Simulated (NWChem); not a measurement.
System: AuNH4O; SMILES [Au](<-[NH3])[OH]

Here is an NWChem input.

```
start job
memory heap 200 mb stack 900 mb global 1100 mb
geometry units angstroms noautosym nocenter noautoz
  Au     0.005094     0.054563     0.000216
  O     -0.096627     1.999673     0.000478
  H      0.803186     2.346410    -0.000793
  N     -0.023460    -2.035595     0.000280
  H      0.916316    -2.423418    -0.093770
  H     -0.579238    -2.406998    -0.771945
  H     -0.417502    -2.410913     0.864525
end
basis spherical
  * library def2-svpd
end
ecp
  Au library def2-ecp
end
dft
  xc slater vwn_5
  iterations 150
end
property
  response 1 0.0
end
task dft property
```

Output (shortened):

```
             Northwest Computational Chemistry Package (NWChem) 7.3.0
             --------------------------------------------------------

                             Geometry "geometry" -> ""
                             -------------------------

 Output coordinates in angstroms (scale by  1.889725989 to convert to a.u.)

  No.       Tag          Charge          X              Y              Z
 ---- ---------------- ---------- -------------- -------------- --------------
    1 Au                  79.0000     0.00509400     0.05456300     0.00021600
    2 O                    8.0000    -0.09662700     1.99967300     0.00047800
    3 H                    1.0000     0.80318600     2.34641000    -0.00079300
    4 N                    7.0000    -0.02346000    -2.03559500     0.00028000
    5 H                    1.0000     0.91631600    -2.42341800    -0.09377000
    6 H                    1.0000    -0.57923800    -2.40699800    -0.77194500
    7 H                    1.0000    -0.41750200    -2.41091300     0.86452500

 Effective nuclear repulsion energy (a.u.)     403.8948767267

                                 NWChem DFT Module
                                 -----------------

 Summary of "ao basis" -> "ao basis" (spherical)
 ------------------------------------------------------------------------------
       Tag                 Description            Shells   Functions and Types
 ---------------- ------------------------------  ------  ---------------------
 Au                        def2-svpd                13       35   6s4p2d1f
 O                         def2-svpd                 9       23   4s3p2d
 H                         def2-svpd                 4        8   2s2p
 N                         def2-svpd                 8       20   4s2p2d

            General Information
            -------------------
          SCF calculation type: DFT
          Wavefunction type:  closed shell.
          No. of atoms     :     7
          No. of electrons :    38
           Alpha electrons :    19
            Beta electrons :    19
          Charge           :     0
          Spin multiplicity:     1
          Use of symmetry is: off; symmetry adaption is: off
          Maximum number of iterations: 150
          AO basis - number of functions:   110
                     number of shells:    46
          Convergence on energy requested:  1.00D-06
          Convergence on density requested:  1.00D-05
          Convergence on gradient requested:  5.00D-04

              XC Information
              --------------
                        Slater Exchange Functional  1.000 local
                      VWN V Correlation Functional  1.000 local

             Grid Information
             ----------------
          Grid used for XC integration:  medium
          Radial quadrature: Mura-Knowles
          Angular quadrature: Lebedev.
          Tag              B.-S. Rad. Rad. Pts. Rad. Cut. Ang. Pts.
          ---              ---------- --------- --------- ---------
          Au                  1.35      123          10.0       590
          O                   0.60       49          12.0       434
          H                   0.35       45          13.0       434
          N                   0.65       49          12.0       434
          Grid pruning is: on
          Number of quadrature shells:   401
          Spatial weights used:  Erf1

      Superposition of Atomic Density Guess
      -------------------------------------

 Sum of atomic energies:        -283.38029638

      Non-variational initial energy
      ------------------------------

 Total energy =    -266.367311
 1-e energy   =    -650.256029
 2-e energy   =     265.827587
 HOMO         =      -0.404646
 LUMO         =      -0.049548

   convergence    iter        energy       DeltaE   RMS-Dens  Diis-err
 ---------------- ----- ----------------- --------- --------- ---------
 d= 0,ls=0.0,diis     1   -266.7170484293 -3.85D+02  1.22D-01  1.23D+00
 d= 0,ls=0.0,diis     2   -263.6186954975  3.10D+00  1.21D-01  1.90D+01
 d= 0,ls=0.0,diis     3   -266.8224232980 -3.20D+00  8.91D-03  4.14D-01
 d= 0,ls=0.0,diis     4   -266.8394219944 -1.70D-02  4.55D-03  2.83D-01
 d= 0,ls=0.0,diis     5   -266.8687583825 -2.93D-02  7.36D-04  7.48D-03
  Resetting Diis
 d= 0,ls=0.0,diis     6   -266.8694601016 -7.02D-04  2.07D-04  1.15D-03
 d= 0,ls=0.0,diis     7   -266.8695685280 -1.08D-04  2.40D-04  1.23D-04
 d= 0,ls=0.0,diis     8   -266.8694886763  7.99D-05  1.71D-04  8.97D-04
 d= 0,ls=0.0,diis     9   -266.8695815655 -9.29D-05  2.94D-05  1.82D-05
 d= 0,ls=0.0,diis    10   -266.8695831865 -1.62D-06  8.24D-06  1.46D-06
 d= 0,ls=0.0,diis    11   -266.8695833463 -1.60D-07  1.95D-06  3.60D-08

         Total DFT energy =     -266.869583346267
      One electron energy =     -653.682037166945
           Coulomb energy =      297.233223056768
    Exchange-Corr. energy =      -28.481899471254
 Nuclear repulsion energy =      118.061130235163

 Numeric. integr. density =       38.000006622969

                       DFT Final Molecular Orbital Analysis
                       ------------------------------------

[...]

 DFT Linear Response polarizability / au
 Frequency  =       0.0000000 / au
              X              Y              Z
 -----------------------------------------------
 X      44.6134629      0.6109999      0.0049171
 Y       0.6109785     69.9787184      0.0041718
 Z       0.0049171      0.0041719     44.4263211
 -----------------------------------------------
 Eigenvalues =      44.5988880     69.9934284     44.4261860
 Isotropic   =      53.0061675
 Anisotropic =      25.4813304
 -----------------------------------------------

 Magnetic Dipole Response Matrix (nonzero elements):

 Exiting AOResponse driver routine
```

Level: LDA (Slater exchange, VWN5)/def2-SVPD with def2 effective core potentials on Au. Structure relaxed at the PBE0/def2-SVP level. def2 effective core potentials on Au; no spin-orbit coupling.
